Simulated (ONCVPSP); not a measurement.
## Scattering properties, ONCV potential for C (Z = 6)

ONCVPSP 4.0.1 input, shortened (lines: element, Z, core and valence counts, functional; n l f; lmax; l rc ep ncon nbas qcut; lloc lpopt rc5 dvloc0; l nproj debl; icmod fcfact rcfact), PBEsol, scalar-relativistic:

```
  C 6.00    1    2  -116133      upf
    1    0    2.00
    2    0    1.50
    2    1    2.50
    2
    0    1.25    0.00    4    8    6.10
    1    2.35    0.00    4    7    6.50
    2    1.75    0.21    4    8    5.60
    4    5    0.85    0.00
    0    2    1.40
    1    2    3.30
    2    2    1.20
    3    5.75    1.75
```

The phase is arctan(r·R′/R) of the radial function R(r), unwrapped; energies in Ha, scanned from -2 to 5 Ha. A pole is an energy at which the radial function vanishes at the test radius. The pseudo phase is shifted by a multiple of π to meet the all-electron one at the reference energy, and phase errors are pseudo minus all-electron; the curves can meet again beyond the range given. Levels narrower than the energy grid can be missing from the lists of poles.

Problem. For each channel, where are the poles, and over which energies does the pseudopotential scatter like the atom?

Solution.

```json
{"channel": "s", "radius (bohr)": "1.27", "reference energy (Ha)": "-0.51", "poles, all-electron": "2.73", "poles, pseudo": "2.72", "unbroken range about the reference energy with phases within 0.05 rad": "the whole range", "phase error 1 Ha above the reference energy (rad)": "-0.000"}
{"channel": "p", "radius (bohr)": "2.39", "reference energy (Ha)": "-0.20", "poles, all-electron": "0.07, 2.81", "poles, pseudo": "0.07, 2.81", "unbroken range about the reference energy with phases within 0.05 rad": "below 4.5", "phase error 1 Ha above the reference energy (rad)": "+0.011"}
{"channel": "d", "radius (bohr)": "1.78", "reference energy (Ha)": "0.21", "poles, all-electron": "3.43", "poles, pseudo": "3.42", "unbroken range about the reference energy with phases within 0.05 rad": "the whole range", "phase error 1 Ha above the reference energy (rad)": "+0.000"}
```

Phases in the s channel:

```tsv
E (Ha)	all-electron	pseudo
-1.98	0.454	0.454
-1.80	0.322	0.322
-1.62	0.168	0.168
-1.44	-0.003	-0.003
-1.26	-0.184	-0.184
-1.08	-0.365	-0.365
-0.90	-0.534	-0.534
-0.72	-0.685	-0.685
-0.54	-0.815	-0.815
-0.36	-0.924	-0.924
-0.18	-1.017	-1.017
0.00	-1.094	-1.094
0.18	-1.160	-1.160
0.36	-1.216	-1.216
0.54	-1.264	-1.264
0.72	-1.306	-1.306
0.90	-1.342	-1.342
1.08	-1.375	-1.375
1.26	-1.404	-1.404
1.44	-1.431	-1.431
1.62	-1.455	-1.455
1.80	-1.477	-1.477
1.98	-1.497	-1.497
2.16	-1.516	-1.517
2.34	-1.535	-1.535
2.52	-1.552	-1.552
2.70	-1.568	-1.569
2.88	-1.584	-1.585
3.06	-1.600	-1.600
3.24	-1.615	-1.616
3.42	-1.630	-1.631
3.60	-1.645	-1.647
3.78	-1.661	-1.662
3.96	-1.676	-1.678
4.14	-1.692	-1.694
4.32	-1.708	-1.711
4.50	-1.726	-1.729
4.68	-1.744	-1.748
4.86	-1.763	-1.768
```
